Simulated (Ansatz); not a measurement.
Ansatz results at the PBE0-D4/def2-TZVP geometry: HOMO–LUMO gap (PBE0/def2-TZVPP) 7.22 eV; HOMO–LUMO gap (PBE/def2-TZVPP) 5.16 eV; ideal-gas entropy at 298 K and 1 bar (rigid rotor, harmonic PBE0-D4/def2-TZVP) 333 J/(mol·K).

Each molecule was computed in one conformer, which needn't be the lowest.

Problem. Which molecule gave them?
A. `C#[C][GeH]([CH3])[F]`
B. `[F][GeH]([Cl])[O][SiH3]`
C. `C=C[CH2][GeH3]`
D. `C[CH](C)[GeH]`

Solution. C. The others give `[F][GeH]([Cl])[O][SiH3]`: 8.53, 6.05, 397; `C[CH](C)[GeH]`: 3.65, 1.78, 341; `C#[C][GeH]([CH3])[F]`: 7.90, 5.73, 354.
